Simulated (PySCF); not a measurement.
## TDDFT excited states: C3H12OSi2

Compound: C₃H₁₂OSi₂.
SMILES: `CCO[Si@H](C)[SiH3]`

Method used: TDDFT wB97X-D/def2-SVPD, vertical, gas phase, core orbitals frozen in the response (PySCF). Isolated species at its PBE0-D3(BJ)/def2-SVP geometry (one conformer only). Torsions of this conformer, `[CH3:1][CH2:2][O:3][Si@H:4]([CH3:5])[SiH3:6]`: C1–C2–O3–Si4 -170°, C2–O3–Si4–C5 -66°.

Problem. List the vertical singlet excitations with oscillator strengths and describe the spectrum.

Solution. 

| state | E (eV) | E (kJ/mol) | λ (nm) | f | \|μ\| (D) | main configurations (H = HOMO, L = LUMO) |
| --- | --- | --- | --- | --- | --- | --- |
| S1 | 6.96 | 671 | 178.1 | 0.020 | 0.87 | H→L+1 (57%), H→L (31%) |
| S2 | 7.22 | 696 | 171.8 | 0.010 | 0.61 | H-1→L (49%), H-1→L+1 (37%) |
| S3 | 7.29 | 703 | 170.1 | 0.043 | 1.24 | H→L (50%), H→L+1 (20%), H→L+2 (8%) |
| S4 | 7.71 | 744 | 160.8 | 0.026 | 0.94 | H-1→L (29%), H-1→L+1 (29%), H-1→L+2 (12%) |
| S5 | 7.83 | 756 | 158.3 | 0.0060 | 0.45 | H→L+2 (51%), H-1→L (10%), H→L+3 (9%) |
| S6 | 8.14 | 786 | 152.3 | 0.260 | 2.90 | H-1→L+3 (26%), H→L+2 (21%), H→L+3 (21%) |
| S7 | 8.22 | 793 | 150.9 | 0.232 | 2.73 | H→L+3 (35%), H-1→L+2 (27%) |
| S8 | 8.33 | 803 | 148.9 | 0.0072 | 0.48 | H→L+6 (39%), H→L+5 (24%) |
| S9 | 8.43 | 814 | 147.0 | 0.062 | 1.39 | H-2→L (52%), H-2→L+1 (20%) |
| S10 | 8.55 | 825 | 144.9 | 0.046 | 1.19 | H-1→L+3 (27%), H-3→L+1 (14%), H-1→L+2 (14%) |

Triplets, Tamm–Dancoff:

```csv
state,E (eV),λ (nm),"main configurations (H = HOMO, L = LUMO)"
T1,6.22,199.5,"H→L+1 (50%), H→L (26%)"
T2,6.50,190.7,"H→L (35%), H→L+1 (16%), H→L+2 (13%)"
T3,6.96,178.2,"H-1→L (37%), H-1→L+1 (36%)"
T4,7.34,169.0,"H→L+3 (48%), H→L+4 (14%), H-1→L+3 (8%)"
```

The lowest singlet lies at 6.96 eV (178 nm, vacuum ultraviolet) and is weak; its leading configuration is HOMO→LUMO+1 (57%). The strongest level in the table is S6 at 8.14 eV (152 nm, f = 0.260). Löwdin shares by element: HOMO silicon 45%, oxygen 18%, carbon 13% or more (atoms not listed hold the other 23%); LUMO silicon 44%, carbon 9% or more, hydrogen 8% or more (atoms not listed hold the other 39%). Weighted by f, the mean energy of these states is 8.11 eV. Orbital energies (eV): HOMO-3 -11.15, HOMO-2 -10.85, HOMO-1 -9.87, HOMO -9.61, LUMO 1.94, LUMO+1 2.00, LUMO+2 2.27. The oscillator strengths of these states sum to 0.711; summed over the whole spectrum of an exact calculation they would give the number of electrons, 66 (Thomas–Reiche–Kuhn). All these states lie below the vertical ionisation energy of 9.71 eV (ΔSCF). Singlets were solved by full linear response, triplets in the Tamm–Dancoff approximation.
